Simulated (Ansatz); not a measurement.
Total energies of the cluster Si₂Te (the lowest singlet isomer of a short search) from Ansatz at PBE0-D4/def2-TZVP, gas phase (1 Eh = 27.2114 eV = 2625.5 kJ/mol). The reference geometry is relaxed at r2SCAN-D4/def2-TZVP.

Cartesian coordinates in Å:
```
Si -0.757 -0.296 1.144
Si 0.671 -1.057 -0.634
Te 0.086 1.353 -0.510
```

```json
{"state": "charge 0 singlet", "geometry": "reference", "energy (Eh)": "-846.78063"}
{"state": "charge 1 doublet", "geometry": "reference", "energy (Eh)": "-846.49465"}
{"state": "charge 1 doublet", "geometry": "relaxed at r2SCAN-D4/def2-TZVP", "energy (Eh)": "-846.49498"}
{"state": "charge 0 triplet", "geometry": "relaxed at r2SCAN-D4/def2-TZVP", "energy (Eh)": "-846.75446"}
{"state": "charge 0 quintet", "geometry": "relaxed at r2SCAN-D4/def2-TZVP", "energy (Eh)": "-846.67012"}
{"state": "free Si atom (triplet)", "geometry": "–", "energy (Eh)": "-289.24943"}
{"state": "free Te atom (triplet)", "geometry": "–", "energy (Eh)": "-267.99464"}
```

In the def2 sets Te takes a core potential; there is no spin–orbit coupling.

Work out the vertical ionisation energy to the doublet.

E(charge 1 doublet) − E(charge 0 singlet) = -846.49465 − (-846.78063) = 0.28598 Eh = 7.78 eV. For comparison, −ε of the highest occupied level is 5.97 eV at this level, 1.81 eV less.

How much does the charge 1 doublet relax, and what is the adiabatic ionisation energy?

Relaxation: -846.49465 − (-846.49498) = 0.00033 Eh = 0.01 eV. Adiabatic ionisation energy: 0.28565 Eh = 7.77 eV, without zero-point energy. 

Which of the charge 0 states is lowest, and how far above it are the others?

The singlet. triplet: -846.75446 − (-846.78063) = 0.02617 Eh = 68.7 kJ/mol; quintet: -846.67012 − (-846.78063) = 0.11051 Eh = 290.1 kJ/mol.

What is the binding energy per atom against free atoms?

Atoms: 2 × (-289.24943) + 1 × (-267.99464) = -846.49350 Eh. Binding: -846.49350 − (-846.78063) = 0.28713 Eh = 7.81 eV, or 2.60 eV for each of 3 atoms (no zero-point energy, no counterpoise term).

The structure comes from a short search, and lower isomers may exist.
